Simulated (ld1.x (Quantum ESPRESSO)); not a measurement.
# Configuration tests for Ag (Z = 47) (ultrasoft)

ld1.x (Quantum ESPRESSO) 7.5 input, shortened:

```
&input
   title='Ag', zed=47., rel=1, dft='PZ', iswitch=3,
   config='[Kr] 4d10 5s0.75 5p0.25'
 /
 &inputp
   pseudotype=3, tm=.true., lloc=-2, rcloc=1.40,
   nlcc=.true., new_core_ps=.true., rcore=1.05,
   which_augfun='PSQ', rmatch_augfun=0.80
 /
6
5S  1  0   0.75   0.00  2.05  2.80  0.0
5S  1  0   0.00   0.20  2.05  2.80  0.0
5P  2  1   0.25   0.00  2.25  2.70  0.0
5P  2  1   0.00   0.30  2.25  2.70  0.0
4D  3  2  10.00   0.00  1.10  1.25  0.0
4D  3  2   0.00   4.30  1.10  1.25  0.0
 &test
   configts(1)='4d10 5s0.75 5p0.25'
 /
```

Energies are relative to the spin-unpolarised reference configuration 4d10 5s0.75 5p0.25; without spin polarisation the order of configurations can differ from experiment. Spin-polarised rows fill each open shell by Hund’s rule, majority spin first.

```json
{"valence configuration": "4d10 5s1 5p0", "charge": "0", "ΔE all-electron (eV)": "-0.973", "error AE − PS (meV)": "-0.2"}
{"valence configuration": "4d10 5s0 5p0", "charge": "+1", "ΔE all-electron (eV)": "7.129", "error AE − PS (meV)": "-7.5"}
{"valence configuration": "4d9 5s0 5p0", "charge": "+2", "ΔE all-electron (eV)": "29.512", "error AE − PS (meV)": "-56"}
{"valence configuration": "4d9 5s2 5p0", "charge": "0", "ΔE all-electron (eV)": "2.987", "error AE − PS (meV)": "-71"}
{"valence configuration": "4d10 5s0.5 5p0", "charge": "+0.5", "ΔE all-electron (eV)": "2.212", "error AE − PS (meV)": "-1.0"}
{"valence configuration": "4d10 5s0.75 5p0.25 (spin-polarised)", "charge": "0", "ΔE all-electron (eV)": "-0.132", "error AE − PS (meV)": "+3.4"}
{"valence configuration": "4d10 5s1 5p0 (spin-polarised)", "charge": "0", "ΔE all-electron (eV)": "-1.122", "error AE − PS (meV)": "+5.4"}
```

Task: What are ΔE and the potential's error for 4d7 5s0 5p0?

Result: ΔE = 117.873 eV all-electron; the error (AE − PS) is -953 meV.

Task: What are ΔE and the potential's error for 4d9 5s1 5p0?

Result: ΔE = 12.405 eV all-electron; the error (AE − PS) is -51 meV.

Note: ghost state, extra bound levels that the all-electron valence spectrum of the same l lacks: s at -23.1 eV. A true bound ghost makes a file unfit for plane-wave use.
